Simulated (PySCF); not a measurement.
Electric field gradients and quadrupole coupling constants

Compound: C₆H₁₂N₂OSi.
Numbering: `[CH3:1][C@:2]([CH2:3][C:4]#[N:5])([CH2:6][CH:7]=[O:8])[SiH2:9][NH2:10]` (hydrogens: H11, H12, H13 on C1; H14, H15 on C3; H16, H17 on C6; H18 on C7; H19, H20 on Si9; H21, H22 on N10)

Cartesian coordinates in Å at the GFN2-xTB level; atoms count from 1:
```xyz
22
C6H12N2OSi angstrom
C     -1.657    0.670   -0.482
C     -0.349   -0.076   -0.233
C     -0.419   -1.453   -0.920
C     -1.443   -2.288   -0.352
N     -2.257   -2.935    0.125
C     -0.186   -0.298    1.274
C      0.187    0.952    1.990
O      0.755    1.881    1.482
Si     1.121    0.915   -0.981
N      2.562    0.320   -0.236
H     -2.514    0.106   -0.110
H     -1.642    1.638    0.016
H     -1.799    0.843   -1.547
H     -0.632   -1.324   -1.984
H      0.540   -1.971   -0.825
H      0.636   -1.001    1.455
H     -1.085   -0.732    1.721
H     -0.071    0.976    3.066
H      0.835    2.344   -1.060
H      1.264    0.412   -2.359
H      3.411    0.453   -0.762
H      2.734    0.588    0.721
```

Field gradients from the PBE0/pcSseg-1 density (PySCF, non-relativistic), principal values in atomic units, ordered |Vxx| ≤ |Vyy| ≤ |Vzz|:

```csv
atom,Vxx,Vyy,Vzz
N5,0.4567,0.5008,-0.9574
O8,0.4354,1.4588,-1.8942
N10,0.2817,0.5727,-0.8543
```

Q: Find the asymmetry η = (Vxx − Vyy)/Vzz and the couplings χ = eQV/h (234.96 MHz × Q in barn × V in au), with Q(14N) = 0.02044 b, Q(17O) = −0.0256 b.

A: 
```
atom             environment  nucleus     η  χzz (MHz)  χxx (MHz)  χyy (MHz)
  N5        nitrile nitrogen      14N  0.05     -4.598      2.193      2.405
  O8         aldehyde oxygen      17O  0.54      11.39      -2.62      -8.77
 N10  silicon-bound nitrogen      14N  0.34     -4.103      1.353      2.750
```

Q: What is Vzz at O8 in SI units (1 au = 9.71736 × 10²¹ V/m²)?

A: -1.8942 au = -18.407 × 10²¹ V/m².

Q: And the gradient at the other heavy atoms, for which no coupling is worked out here?

A: 
```tsv
atom	environment	Vzz (au)	η
C1	methyl carbon	0.074	0.25
C2	sp3 carbon bound to silicon	-0.187	0.48
C3	sp3 carbon next to a nitrile	0.182	0.31
C4	nitrile carbon	-0.419	0.02
C6	sp3 carbon next to a carbonyl	0.032	0.90
C7	aldehyde carbon	0.617	0.11
Si9	SiH2 silicon	-0.266	0.50
```

Q: What couplings would deuterons (Q(2H) = 0.00286 b) have in place of the hydrogens, at this geometry?

A: 
```csv
atom,bonded to,bond length (Å),Vzz (au),η,χzz (kHz)
H11,C1,1.091,0.3032,0.02,204
H12,C1,1.088,0.3116,0.03,209
H13,C1,1.088,0.3129,0.03,210
H14,C3,1.093,0.2976,0.03,200
H15,C3,1.094,0.2946,0.03,198
H16,C6,1.097,0.2945,0.05,198
H17,C6,1.094,0.2932,0.05,197
H18,C7,1.106,0.2702,0.00,182
H19,Si9,1.459,0.1642,0.05,110
H20,Si9,1.474,0.1535,0.04,103
H21,N10,1.007,0.4281,0.15,288
H22,N10,1.008,0.4229,0.16,284
```

Geometry: GFN2-xTB, one conformer, isolated molecule. GFN2-xTB bond lengths can be off by several hundredths of an ångström, more for odd bonds, and the gradients follow them. The small basis limits the accuracy of the gradients.

The run behind these numbers computed NMR shieldings as well. Time: 2.1 min wall (with the writing of density and orbital grids); peak memory 1.1 GiB. Hardware: an Arm Neoverse N1 with one thread, shared host with 64 logical CPUs at a one-minute load of 60.
